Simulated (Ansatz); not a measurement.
Steps of a relaxation of `C[SiH](C)[S][AlH2]` with RKS PBE-D4/def2-SVP.

```sh
$ ansatz run in.yaml --threads 4 --pin off --events-out ev --progress --plain --max-ram 10444MiB
```

```yaml
crystal:
  periodic: [false, false, false]
  atoms:
    - {symbol: C, position_ang: [-2.065000, 0.597200, 0.538800]}
    - {symbol: Si, position_ang: [-0.329100, 0.337100, 0.085800]}
    - {symbol: C, position_ang: [0.315500, -1.017700, 1.163200]}
    - {symbol: S, position_ang: [-0.128700, -0.235200, -1.981300]}
    - {symbol: Al, position_ang: [2.047100, 0.042600, -2.084900]}
    - {symbol: H, position_ang: [-2.520500, 1.465600, -0.116800]}
    - {symbol: H, position_ang: [-2.158800, 0.946600, 1.595800]}
    - {symbol: H, position_ang: [-2.657400, -0.271000, 0.359200]}
    - {symbol: H, position_ang: [0.437300, 1.596900, 0.353200]}
    - {symbol: H, position_ang: [-0.217200, -1.953100, 1.017300]}
    - {symbol: H, position_ang: [1.410200, -1.186100, 0.968200]}
    - {symbol: H, position_ang: [0.261000, -0.716500, 2.257900]}
    - {symbol: H, position_ang: [2.597300, 1.503700, -2.471500]}
    - {symbol: H, position_ang: [2.995300, -1.139300, -1.656100]}
basis:
  gaussian: {orbitals: def2-SVP}
hamiltonian: {xc: pbe, dispersion: d4}
relax: {f_tol: 0.03, max_steps: 200}
```

Positions (Å) and forces (eV/Å) along the path, 10 of 19 steps:

```xyz
14
step=1 energy=-27507.2843 eV
C    -2.065    0.597    0.539   -1.295    3.186   -0.727
Si   -0.329    0.337    0.086    0.812    0.014   -0.065
C     0.316   -1.018    1.163    1.492    0.417    1.229
S    -0.129   -0.235   -1.981   -0.414   -0.099   -0.371
Al    2.047    0.043   -2.085    0.045    0.532    0.124
H    -2.521    1.466   -0.117    0.606   -1.330    0.970
H    -2.159    0.947    1.596    0.053   -0.260   -0.201
H    -2.657   -0.271    0.359   -0.883   -1.229   -0.096
H     0.437    1.597    0.353    0.219    0.170   -0.027
H    -0.217   -1.953    1.017   -0.336   -0.631   -0.099
H     1.410   -1.186    0.968   -0.429   -0.129    0.034
H     0.261   -0.717    2.258   -0.120   -0.229   -0.706
H     2.597    1.504   -2.471    0.022   -0.176   -0.055
H     2.995   -1.139   -1.656    0.227   -0.237   -0.012
14
step=3 energy=-27507.5480 eV
C    -2.118    0.664    0.492   -0.118   -0.047    0.088
Si   -0.312    0.303    0.126    0.130    0.053   -0.060
C     0.374   -1.053    1.238   -0.011   -0.124    0.024
S    -0.169   -0.226   -1.987   -0.043   -0.018    0.071
Al    2.020    0.108   -2.085    0.042   -0.002    0.032
H    -2.499    1.475   -0.151   -0.028    0.098   -0.099
H    -2.244    0.977    1.550    0.028   -0.038   -0.017
H    -2.744   -0.236    0.316    0.052    0.015    0.013
H     0.521    1.548    0.361   -0.004   -0.005   -0.014
H    -0.177   -2.005    1.087    0.006    0.019   -0.001
H     1.445   -1.251    1.033    0.015    0.002   -0.028
H     0.284   -0.764    2.306   -0.025    0.019    0.004
H     2.595    1.524   -2.550   -0.024   -0.011   -0.015
H     3.010   -1.095   -1.707   -0.020    0.040    0.002
14
step=6 energy=-27507.5825 eV
C    -2.059    0.712    0.487    0.200    0.011   -0.111
Si   -0.272    0.236    0.098   -0.089   -0.131    0.123
C     0.333   -1.139    1.246   -0.035    0.063   -0.058
S    -0.191   -0.355   -1.987    0.083   -0.005   -0.040
Al    1.961    0.220   -2.023    0.085   -0.024   -0.080
H    -2.409    1.514   -0.195   -0.027   -0.045    0.074
H    -2.168    1.043    1.540    0.008    0.032   -0.009
H    -2.689   -0.188    0.335   -0.048    0.036   -0.014
H     0.665    1.424    0.259    0.038    0.017    0.011
H    -0.289   -2.049    1.109    0.032    0.024    0.020
H     1.388   -1.405    1.029   -0.037   -0.005    0.019
H     0.261   -0.814    2.306    0.013   -0.035   -0.024
H     2.402    1.579   -2.767   -0.054   -0.156    0.108
H     3.053   -0.806   -1.407   -0.167    0.217   -0.018
14
step=7 energy=-27507.6023 eV
C    -2.032    0.727    0.472    0.118    0.076   -0.058
Si   -0.261    0.197    0.091    0.005   -0.024    0.026
C     0.331   -1.170    1.246   -0.009    0.011    0.002
S    -0.214   -0.404   -1.993    0.152   -0.021   -0.110
Al    1.922    0.236   -2.044    0.114    0.096    0.197
H    -2.374    1.534   -0.210    0.046   -0.089    0.076
H    -2.125    1.072    1.522   -0.013    0.010    0.003
H    -2.688   -0.155    0.330   -0.053    0.012    0.002
H     0.704    1.370    0.232    0.014   -0.012   -0.016
H    -0.305   -2.070    1.123    0.016   -0.004    0.026
H     1.382   -1.457    1.028   -0.080    0.030    0.001
H     0.272   -0.834    2.305    0.005   -0.036   -0.046
H     2.348    1.597   -2.806   -0.085   -0.250    0.054
H     3.027   -0.672   -1.267   -0.229    0.199   -0.158
14
step=8 energy=-27507.6360 eV
C    -2.001    0.743    0.462    0.096   -0.038    0.038
Si   -0.251    0.149    0.073   -0.110   -0.075   -0.077
C     0.321   -1.207    1.248   -0.022   -0.027   -0.010
S    -0.220   -0.462   -2.012    0.211    0.044    0.038
Al    1.879    0.311   -1.990    0.170   -0.032    0.083
H    -2.324    1.553   -0.221    0.031   -0.007   -0.015
H    -2.076    1.102    1.508   -0.008   -0.005   -0.001
H    -2.694   -0.117    0.334    0.035    0.069    0.014
H     0.751    1.301    0.185    0.049   -0.001   -0.052
H    -0.329   -2.101    1.143    0.020    0.021    0.015
H     1.365   -1.512    1.029   -0.055    0.027   -0.008
H     0.272   -0.856    2.301    0.000   -0.016   -0.019
H     2.293    1.590   -2.893   -0.113   -0.220    0.164
H     3.001   -0.522   -1.139   -0.304    0.260   -0.172
14
step=9 energy=-27507.6772 eV
C    -1.964    0.761    0.452    0.102   -0.123    0.025
Si   -0.242    0.097    0.040   -0.225   -0.119   -0.115
C     0.311   -1.240    1.246   -0.027   -0.003   -0.044
S    -0.216   -0.531   -2.039    0.191    0.018    0.139
Al    1.842    0.353   -1.946    0.034    0.068    0.094
H    -2.268    1.569   -0.239    0.006    0.028   -0.037
H    -2.014    1.137    1.495    0.013   -0.001   -0.013
H    -2.692   -0.077    0.349    0.096    0.113    0.007
H     0.800    1.225    0.099    0.067    0.018   -0.047
H    -0.349   -2.130    1.167    0.018    0.047   -0.007
H     1.349   -1.559    1.026   -0.013    0.001    0.002
H     0.271   -0.864    2.289    0.006   -0.006    0.003
H     2.204    1.608   -2.899   -0.066   -0.193    0.174
H     2.954   -0.378   -1.013   -0.202    0.151   -0.179
14
step=12 energy=-27507.8059 eV
C    -1.870    0.813    0.378    0.033   -0.098   -0.045
Si   -0.268   -0.079   -0.058   -0.090    0.023    0.099
C     0.295   -1.292    1.264   -0.041    0.054    0.004
S    -0.136   -0.829   -2.050    0.017    0.054    0.069
Al    1.719    0.453   -1.764    0.094    0.062   -0.058
H    -2.104    1.607   -0.358    0.007   -0.024    0.009
H    -1.823    1.256    1.395    0.022   -0.022   -0.058
H    -2.695    0.067    0.360    0.039    0.081    0.001
H     0.852    1.048   -0.099   -0.008   -0.065   -0.011
H    -0.383   -2.170    1.263    0.011   -0.003    0.016
H     1.320   -1.649    1.043   -0.009   -0.006   -0.001
H     0.282   -0.835    2.276   -0.003   -0.014   -0.035
H     1.828    1.835   -2.573   -0.038   -0.091    0.082
H     2.969   -0.256   -1.048   -0.032    0.050   -0.073
14
step=13 energy=-27507.8223 eV
C    -1.845    0.818    0.345    0.011   -0.001    0.016
Si   -0.263   -0.115   -0.046    0.024    0.069    0.081
C     0.273   -1.311    1.300   -0.022   -0.003   -0.020
S    -0.106   -0.866   -2.023    0.020   -0.040   -0.096
Al    1.710    0.483   -1.763   -0.006   -0.111    0.004
H    -2.051    1.601   -0.411    0.020   -0.032    0.010
H    -1.788    1.285    1.350   -0.016    0.003   -0.017
H    -2.694    0.102    0.341    0.003    0.020   -0.002
H     0.876    0.994   -0.082    0.019   -0.027    0.045
H    -0.421   -2.177    1.311    0.003   -0.012    0.026
H     1.291   -1.692    1.083   -0.022    0.005    0.007
H     0.267   -0.839    2.304   -0.007    0.002   -0.013
H     1.702    1.898   -2.484   -0.019    0.096   -0.042
H     3.035   -0.211   -1.194   -0.010    0.031   -0.001
14
step=15 energy=-27507.8355 eV
C    -1.789    0.829    0.310   -0.018    0.046    0.007
Si   -0.228   -0.158   -0.024    0.005   -0.008    0.004
C     0.225   -1.354    1.351    0.033   -0.049   -0.042
S    -0.053   -0.932   -1.998    0.057    0.022    0.034
Al    1.683    0.528   -1.792   -0.020    0.030   -0.055
H    -1.945    1.597   -0.474    0.009   -0.027    0.022
H    -1.741    1.324    1.301   -0.007    0.006   -0.006
H    -2.665    0.147    0.304    0.011    0.000   -0.011
H     0.948    0.911   -0.026   -0.006   -0.026   -0.013
H    -0.502   -2.193    1.373    0.004    0.022   -0.001
H     1.231   -1.781    1.163   -0.035    0.010    0.022
H     0.220   -0.859    2.343   -0.001    0.010    0.004
H     1.501    1.978   -2.450    0.011   -0.053    0.036
H     3.103   -0.068   -1.352   -0.043    0.018   -0.002
14
step=19 energy=-27507.8385 eV
C    -1.753    0.835    0.292    0.010   -0.008   -0.010
Si   -0.201   -0.180   -0.008   -0.014    0.000    0.000
C     0.203   -1.378    1.380   -0.005    0.008    0.007
S    -0.011   -0.975   -1.973    0.005    0.003    0.006
Al    1.659    0.558   -1.815    0.001    0.013   -0.007
H    -1.870    1.603   -0.497   -0.002    0.003    0.002
H    -1.727    1.332    1.283    0.001   -0.001    0.003
H    -2.640    0.169    0.257    0.001    0.002    0.002
H     0.986    0.871   -0.006    0.005   -0.001   -0.006
H    -0.561   -2.182    1.406    0.005    0.001   -0.001
H     1.191   -1.849    1.211   -0.001   -0.002   -0.002
H     0.207   -0.868    2.365    0.001   -0.003   -0.005
H     1.387    2.011   -2.428    0.005   -0.021    0.013
H     3.118    0.024   -1.437   -0.013    0.007   -0.002
```

It took 33 s on 4 threads of an Arm Neoverse V1 on a shared host, with 0.19 GiB of host memory at the peak.
